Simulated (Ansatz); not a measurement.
Compare A (`C=C[SiH2][S][AlH2]`) with its isomer B (`C[C]1([SiH3])[AlH][S]1`).

Computed with Ansatz on PBE0-D4/def2-TZVP structures; ΔE is electronic, products minus reactants. CCSD(T)/CBS adds triple-zeta CCSD(T) − MP2 to the extrapolated MP2 energy (def2 sets, frozen cores). DFT in def2-TZVPP. B3LYP here is the variant with VWN-RPA as its local correlation; programs differ in this. One conformer a species, not always the lowest.

Question: Which is lower in electronic energy at CCSD(T)/CBS, and by how much? (Best estimate.)

Answer: Ansatz gave: A, by 26.6 kcal/mol.

Question: Give E(B) − E(A) in kcal/mol with r2SCAN-D4, PBE0-D4, B3LYP-D4, B2PLYP, B3LYP, CCSD/def2-TZVPP, CCSD(T)/def2-TZVPP. (Estimate.)

Answer: Ansatz gave: r2SCAN-D4 24.8, PBE0-D4 23.9, B3LYP-D4 28.3, B2PLYP 27.2, B3LYP 28.6, CCSD/def2-TZVPP 27.9, CCSD(T)/def2-TZVPP 26.7. None reverses the order clearly.

Largest T1 diagnostic: 0.013.

From PBE to PBE0 (25 % exact exchange), in def2-TZVPP and without D4, E(B) − E(A) moves by +0.9 kcal/mol. In def2-TZVPP, CCSD(T) changes the Hartree–Fock value by −9.5 kcal/mol (the triples alone add −1.3 kcal/mol) and MP2 by −12.1 kcal/mol.
